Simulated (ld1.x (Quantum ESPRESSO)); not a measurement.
**Before and after: RRKJ potential for P**

ld1.x (Quantum ESPRESSO) 7.5 input, shortened:

```
&input
   title='P', zed=15., rel=1, dft='PBE', iswitch=3,
   config='[Ne] 3s2 3p3 3d-2'
 /
 &inputp
   pseudotype=2, tm=.false., rho0=0.02, lloc=0,
   nlcc=.true., new_core_ps=.true., rcore=1.20
 /
3
3P  2  1   3.00   0.00  1.30  1.30  0.0
3D  3  2  -2.00   0.10  1.50  1.50  0.0
3S  1  0   2.00   0.00  1.60  1.60  0.0
 &test
   configts(1)='3s2 3p3'
 /
```

Change: all radii but the core radius scaled by about 0.83 (s 1.32, p 1.08, d 1.24 bohr).

Cutoffs: the cutoffs (Ry, on a coarse ladder) from which the occupation-weighted sum of valence levels, in a spherical-Bessel basis at the reference potential, stays within 10 and 1 mRy of its value at 400 Ry; they do not see the model core or the augmentation charge, which bear on the density cutoff. Errors are all-electron minus pseudo energies relative to the spin-unpolarised reference configuration.

Q: How do hardness, ghosts and transferability respond?

A: The potential gets harder (55 Ry and 70 Ry → 100 Ry and 160 Ry); of the 7 tests that both files solve, the error grows in 3 and shrinks in 2 by more than 15 % and 0.3 meV (median size 9.2 → 12.8 meV); neither file shows a bound ghost. A smaller radius makes the pseudo-wave follow the all-electron one further in, where it bends more sharply, so more plane waves are needed.

```csv
quantity,base,changed
"cutoff, loose",55 Ry,100 Ry
"cutoff, tight",70 Ry,160 Ry
loose cutoff by channel (10 mRy a level),"p 40 Ry, s 18 Ry","p 90 Ry, s 25 Ry"
bound ghosts,none,none
"error for 3s2 3p2, meV [ΔE 9.73 eV]",+3.1,+4.0
"error for 3s2 3p1, meV [ΔE 28.88 eV]",+20,+22
"error for 3s2 3p0, meV [ΔE 58.62 eV]",+59,+47
"error for 3s1 3p3, meV [ΔE 18.85 eV]",+9.2,+13
"error for 3s2 3p3.3, meV [ΔE -1.31 eV]",+0.2,+0.2
"error for 3s1 3p4, meV [ΔE 8.53 eV]",+1.8,+2.8
"error for 3s1 3p0, meV [ΔE 110.62 eV]",+157,+123
```
